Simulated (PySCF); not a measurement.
O2Se, triplet (typed; the unrestricted solution is spin-contaminated), at a GFN2-xTB geometry (a higher spin typed on purpose: for a closed-shell molecule this is an excited state). Base run: PySCF with HF/6-31G.

Input for PySCF:
```python
from pyscf import gto, scf

mol = gto.M(
    atom='''
O    -1.39321454    0.52551246    0.02865993
Se    0.01391937   -0.27854277   -0.02333375
O     1.33405721    0.65829433    0.07050850
''',
    basis='6-31g',
    spin=2,
    verbose=3,
)

mf = scf.UHF(mol)
mf.kernel()
mo_i, mo_e, stable_i, stable_e = mf.stability(internal=True, external=True, return_status=True, nroots=6, tol=1e-6)
print('internally stable:', stable_i, ' externally stable:', stable_e)
if not stable_i:
    umf = mf.copy()
    umf.scf_summary = {}
    umf.kernel(umf.make_rdm1(mo_i, mf.mo_occ))
mf.analyze()
```

The bond that is stretched is that between atoms 1 and 2. A test that says stable can miss a lower solution.

Variants of this job, named by their change:

```
change       ΔE vs base (eV)  <S^2>  E after following the instability (Eh)  <S^2> there   stability test says        outcome
-----------  ---------------  -----  --------------------------------------  -----------  --------------------  -------------
base                    0.00  2.121                             -2548.95176         2.04  internal instability      converged
bond × 1.25                -      -                                       -            -                     -  not converged
bond × 1.5             -0.27  2.023                             -2548.97721         2.82  internal instability      converged
bond × 1.8              1.35  2.021                             -2549.00827         2.98  internal instability      converged
bond × 2.2                 -      -                                       -            -                     -  not converged
bond × 3.0                 -      -                                       -            -                     -  not converged
```

On stretching, the SCF can end on different states; <S^2> shows the spin contamination of each.
